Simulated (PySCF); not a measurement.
Species: C4H8GeO.
SMILES with atom numbers: `[GeH3:1][O:2][C@H:3]1[C@@H:4]2[CH2:5][C@H:6]12` (hydrogens: H7, H8, H9 on Ge1; H10 on C3; H11 on C4; H12, H13 on C5; H14 on C6)

Method: core-valence-separated Tamm–Dancoff BHandHLYP/aug-pcX-1 (pcseg-1 on H, def2-SVPD on Ge) in PySCF, non-relativistic, gas phase, PBE0-D3(BJ)/def2-SVP geometry.

Computed carbon K-edge spectrum, Gaussian lines of 0.5 eV full width, highest printed point 100; it ends one width below the last computed root. Absolute energies from this functional tend to lie a few eV below measured edges; no shift was applied.

```json
{"photon energy (eV)": "285.3", "absorption": "1"}
{"photon energy (eV)": "285.4", "absorption": "2"}
{"photon energy (eV)": "285.5", "absorption": "8"}
{"photon energy (eV)": "285.6", "absorption": "20"}
{"photon energy (eV)": "285.7", "absorption": "40"}
{"photon energy (eV)": "285.8", "absorption": "67"}
{"photon energy (eV)": "285.9", "absorption": "90"}
{"photon energy (eV)": "286.0", "absorption": "100"}
{"photon energy (eV)": "286.1", "absorption": "93"}
{"photon energy (eV)": "286.2", "absorption": "78"}
{"photon energy (eV)": "286.3", "absorption": "66"}
{"photon energy (eV)": "286.4", "absorption": "64"}
{"photon energy (eV)": "286.5", "absorption": "66"}
{"photon energy (eV)": "286.6", "absorption": "64"}
{"photon energy (eV)": "286.7", "absorption": "55"}
{"photon energy (eV)": "286.8", "absorption": "41"}
{"photon energy (eV)": "286.9", "absorption": "29"}
{"photon energy (eV)": "287.0", "absorption": "22"}
{"photon energy (eV)": "287.1", "absorption": "21"}
{"photon energy (eV)": "287.2", "absorption": "24"}
{"photon energy (eV)": "287.3", "absorption": "30"}
```

Question: Assign the maxima to core holes.

Answer: 2 maxima:
- 286.0 eV: C4/C6 (sp3 carbon at a ring junction), 285.96 eV, f = 0.087, sum of 2, 74 % of the height at the exact maximum; C4 + C5 (sp3 carbon at a ring junction and three-membered-ring carbon), 286.09 eV, f = 0.020, sum of 2, 16 % of the height at the exact maximum
- 286.5 eV: C5 (three-membered-ring carbon), 286.57 eV, f = 0.046, 59 % of the height at the exact maximum; C5 (three-membered-ring carbon), 286.52 eV, f = 0.021, 27 % of the height at the exact maximum

Further lines of some strength in the range: C6, 286.07 eV, f = 0.010; C4 + C6, 286.77 eV, f = 0.008, sum of 2; C4/C6, 287.03 eV, f = 0.009, sum of 2.

Roots within 0.03 eV on the same or equivalent atoms count as one line; shares under 12 % aren't listed.

Vibrational structure and lifetime widths aren't in the curve. The ionisation threshold wasn't computed; near and above it a finite basis only mimics Rydberg series and continuum. The BHandHLYP/aug-pcX-1 (pcseg-1 on H, def2-SVPD on Ge) calculation is non-relativistic and has no spin–orbit coupling, an omission that weighs most on germanium.

The values belong to the conformer `[GeH3:1][O:2][C@H:3]1[C@@H:4]2[CH2:5][C@H:6]12`: Ge1–O2–C3–C4 -39°.
